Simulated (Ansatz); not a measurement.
Reaction (formal hydrolysis of the Si–F bond): `F[SiH](F)[AlH2]` + H₂O → `O[SiH](F)[AlH2]` + H–F

Calculated with Ansatz (gas phase, PBE0-D4/def2-TZVP geometries, no zero-point term in ΔE). CBS: MP2 limit from def2 TZ/QZ plus the TZ coupled-cluster correction, frozen cores. This one scheme is used for every species. Functionals use def2-TZVPP. Each species was taken in one conformer, which may not be the lowest.

`F[SiH](F)[AlH2]`:

```xyz
7

F     1.998    0.315    0.752
Si    0.701    0.757   -0.075
F     1.150    0.867   -1.609
Al   -1.046   -0.991    0.145
H     0.392    2.145    0.360
H    -2.463   -0.621    0.754
H    -0.731   -2.471   -0.327
```

H₂O:

```xyz
3

O     0.125    0.127    0.346
H     0.171    0.585   -0.496
H    -0.297   -0.712    0.150
```

`O[SiH](F)[AlH2]`:

```xyz
8

O     0.411    0.780    1.544
Si    0.677   -0.264    0.300
F     2.047    0.125   -0.452
Al   -1.263    0.024   -1.203
H     0.972    0.723    2.321
H     0.948   -1.625    0.850
H    -1.357    1.286   -2.161
H    -2.435   -1.048   -1.200
```

H–F:

Z-matrix (Å, degrees):
```
F
H 1 0.920
```

```json
{"level": "r2SCAN0-D4", "ΔE (kJ/mol)": "38.9"}
{"level": "PBE-QIDH", "ΔE (kJ/mol)": "36.6"}
{"level": "PBE", "ΔE (kJ/mol)": "39.3"}
{"level": "BHLYP", "ΔE (kJ/mol)": "42.6"}
{"level": "CAM-B3LYP", "ΔE (kJ/mol)": "42.2"}
{"level": "HF/def2-SVP", "ΔE (kJ/mol)": "39.9"}
{"level": "MP2/def2-SVP", "ΔE (kJ/mol)": "34.9"}
{"level": "SCS-MP2/def2-TZVPP", "ΔE (kJ/mol)": "38.4"}
```

Question: What does CCSD(T)/CBS give? (Estimate.)

Answer: Computed: +38.8 kJ/mol. The listed levels differ from it by 0.1, -2.2, 0.5, 3.8, 3.4, 1.1, -3.9, -0.4 kJ/mol.

Question: What do rigid-rotor, harmonic-oscillator terms from PBE0-D4/def2-TZVP frequencies (298.15 K, 1 bar) make of the CCSD(T)/CBS value? (Best estimate.)

Answer: Computed: ΔZPE = -1.7 kJ/mol, ΔH = +37.0 kJ/mol, ΔS = -12 J/(mol·K), ΔG = +40.7 kJ/mol. Modes under 50 cm⁻¹ make the entropy rough.

Largest T1 diagnostic among the species: 0.012.

In def2-TZVPP, CCSD(T) changes the Hartree–Fock value by −7.3 kJ/mol (the triples alone add −1.1 kJ/mol) and MP2 by −9.0 kJ/mol. Leaving LDA and LC-ωPBE aside and taking each functional with its dispersion term where it has one, the values, not all of them listed here, spread over 6.3 kJ/mol, from revPBE-D4 to B97M-V. LDA lies −5.4 kJ/mol from PBE without D4.
